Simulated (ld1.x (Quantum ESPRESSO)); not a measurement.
**nickel (Ni): PAW pseudisation with PBE, scalar-relativistic reference atom.**

```
Element                 : Ni (Z = 28)
Generator               : ld1.x (Quantum ESPRESSO) 7.5
Type                    : PAW
Functional              : PBE
Relativity              : scalar-relativistic
Frozen core             : [Ne]
Valence charge          : 18
Reference configuration : 3s2 3p6 3d8 4s1.5 4p0 (charge +0.5)
Partial waves           : 3s (bound): rcut 1.00, rcutus 1.20 bohr; 4s (bound): rcut 1.00, rcutus 1.20 bohr; 3p (bound): rcut 1.30, rcutus 1.50 bohr; 4p (bound, empty): rcut 1.30, rcutus 1.50 bohr; 3d (bound): rcut 1.40, rcutus 1.60 bohr; 3d channel at 0.7 Ry: rcut 1.40, rcutus 1.60 bohr
Local potential         : all-electron potential smoothed inside 0.90 bohr (lloc = -2)
Core correction         : a·sin(br)/r model core, default radius (ld1.x builds one for every PAW set, though the input has nlcc=.false.)
Augmentation charge     : BG, radius 0.95 bohr
```

All-electron outer shells of the reference configuration (PBE, scalar-relativistic, ld1.x):

```csv
shell,level (eV),outermost node (bohr),outermost maximum (bohr)
2p,-848.97,–,0.16
3s,-115.41,0.30,0.64
3p,-75.74,0.27,0.65
3d,-13.20,–,0.63
4s,-9.28,0.92,2.18
4p,-4.22,1.00,2.87
```

(1) Is the overlap operator S = 1 + Σ q|β⟩⟨β| positive definite (Bessel basis up to 400 Ry)?

## Answers

(1) No: its lowest eigenvalue is -17.924, in the p channel, so the generalised eigenproblem breaks down once the basis is large enough.

Its largest configuration-test error is +9.5 meV (3s2 3p6 3d8 4s1 4p1). Test run stopped at test 7 of 7 (negative rho), 1 before it not solved. Not counted: 3s2 3p6 3d6 4s0 4p0 (solver errors, printed error -2639 eV).

The ghost test of this file was not conclusive. Its overlap operator is not positive definite in a basis up to 400 Ry (lowest eigenvalue p -17.92), so the file is unfit for use: the generalised eigenproblem breaks down once the basis is large enough, and its test numbers describe a broken file.
